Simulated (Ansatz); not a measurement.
Geometry optimisation, RKS PBE0-D4/def2-SVP (Ansatz 0.2.0).

Input file:

```yaml
crystal:
  periodic: [false, false, false]
  atoms:
    - { symbol: Hf, position_ang: [0.0, 0.0, 0.0] }
    - { symbol: F, position_ang: [0.0, 0.0, 1.98] }
    - { symbol: Cl, position_ang: [2.3764, 0.0, -0.8392] }
    - { symbol: F, position_ang: [-0.9326, 1.6157, -0.6593] }
    - { symbol: F, position_ang: [-0.9326, -1.6157, -0.6593] }
basis:
  gaussian: { orbitals: def2-SVP }
hamiltonian:
  xc: pbe0
  dispersion: d4
relax:
  f_tol: 0.02
  max_steps: 40
```

Launched with:

```bash
$ ansatz run input.yaml --threads 1 --pin off --max-ram 2048MiB --backend cpu --events-out ev --progress --plain --runs-dir out
```

**Question.** Where does it end, and by what steps?

**Answer.** The run converged. After 3 steps the energy has fallen by 0.514 eV; Cl3 moved furthest, 0.15 Å.

| step | energy less start (eV) | largest force component (eV/Å) | accepted |
| --- | --- | --- | --- |
| 0 | 0.0000 | 2.295 | yes |
| 1 | -0.4510 | 1.454 | yes |
| 2 | -0.5134 | 0.056 | yes |
| 3 | -0.5136 | 0.009 | yes |

```xyz
5
Properties=species:S:1:pos:R:3
Hf 0.027 0.000 -0.009
F 0.009 0.000 1.889
Cl 2.239 0.000 -0.791
F -0.882 1.545 -0.634
F -0.882 -1.545 -0.634
```

Whether the end is a true minimum wasn't checked by a vibrational analysis.

Time of the run: 25 s on 1 thread of Arm Neoverse V1, on a shared host, peak memory 0.19 GiB.
